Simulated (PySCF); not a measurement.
Geometries of 2 isomers of CH6Cl2GaN, from PySCF 2.14.0, PBE0-D3(BJ)/def2-SVP geometry optimisation, gas phase. One conformer each, no zero-point energy, no frequencies.

Question: Which is lower in electronic energy at this level?
A.
```xyz
11
angstrom
C      1.610   -0.584    0.427
Ga     0.216    0.750    0.112
N     -1.535   -0.259   -0.484
Cl     0.345    2.060   -1.637
Cl    -0.724    1.731    1.826
H      1.304   -1.295    1.210
H      2.529   -0.083    0.764
H      1.843   -1.141   -0.493
H     -2.249    0.460   -0.615
H     -1.875   -0.904    0.230
H     -1.437   -0.765   -1.364
```
B.
```xyz
11
angstrom
N     -1.563   -0.364   -0.131
Ga     0.025    1.044   -0.101
C      1.520   -0.324    0.006
Cl     2.974    0.481    0.657
Cl     1.052   -1.729    1.052
H     -1.843   -0.671   -1.062
H     -1.192   -1.175    0.377
H     -2.394   -0.032    0.358
H     -0.255    1.761    1.268
H     -0.115    1.760   -1.497
H      1.830   -0.778   -0.943
```

Answer: A. That is `[CH3][Ga-]([NH3+])([Cl])[Cl]`, 96.9 kcal/mol below the other.

```json
{"SMILES": "[CH3][Ga-]([NH3+])([Cl])[Cl]", "atoms numbered as above": "[CH3:1][Ga-:2]([NH3+:3])([Cl:4])[Cl:5]", "E (Eh)": "-2940.62166", "relative (kcal/mol)": "0.0", "relative (kJ/mol)": "0.0", "dipole (D)": "6.21"}
{"SMILES": "[NH3+][GaH2-][CH](Cl)Cl", "atoms numbered as above": "[NH3+:1][GaH2-:2][CH:3]([Cl:4])[Cl:5]", "E (Eh)": "-2940.46718", "relative (kcal/mol)": "96.9", "relative (kJ/mol)": "405.6", "dipole (D)": "5.62"}
```
